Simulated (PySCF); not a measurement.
Si(H)3(NiPr2) (C6H17NSi), SMILES CC(C)N([SiH3])C(C)C. Atoms are numbered in the order given.

```xyz
25

Si    -0.0045     2.1804    -0.0551
N      0.0424     0.4468     0.0825
C     -1.2599    -0.2161     0.2756
C     -1.6205    -1.2599    -0.7885
C     -1.4637    -0.7646     1.6975
C      1.2947    -0.2742    -0.1941
C      1.4719    -0.6883    -1.6662
C      1.5675    -1.4507     0.7493
H      1.3887     2.6976     0.0699
H     -0.8605     2.7585     1.0258
H     -0.5710     2.6845    -1.3506
H     -2.0102     0.5886     0.1617
H     -0.9798    -2.1517    -0.7236
H     -2.6609    -1.5935    -0.6477
H     -1.5279    -0.8416    -1.8014
H     -0.8608    -1.6636     1.8862
H     -2.5208    -1.0335     1.8563
H     -1.1856    -0.0041     2.4424
H      2.0918     0.4621     0.0072
H      0.8055    -1.5145    -1.9515
H      1.2632     0.1611    -2.3351
H      2.5078    -1.0181    -1.8490
H      1.4947    -1.1388     1.8012
H      2.5836    -1.8380     0.5742
H      0.8686    -2.2845     0.5860
```
Charge 0, spin multiplicity 1.

The structure is a stationary point at B3LYP-D3(BJ)/def2-SVP. The isomer is the one that the SMILES or the coordinates give; other isomers of the formula were not compared. One conformer was computed; it need not be the lowest.

The numbers are results of M06-2X/def2-SVP run with PySCF, not measurements.

Isolated molecule, no solvent.

total energy: -582.63688 hartree
highest occupied level: -7.40 eV
lowest empty level: 1.73 eV
orbital gap: 9.13 eV
dipole moment: 1.10 D
quadrupole, principal values (traceless, Buckingham form, about the centre of nuclear charge): -2.24, -1.44, 3.69 D·Å
mean static polarisability: 97.7 bohr³ (14.48 Å³)
polarisability, principal values: 91.2, 100.1, 101.9 bohr³
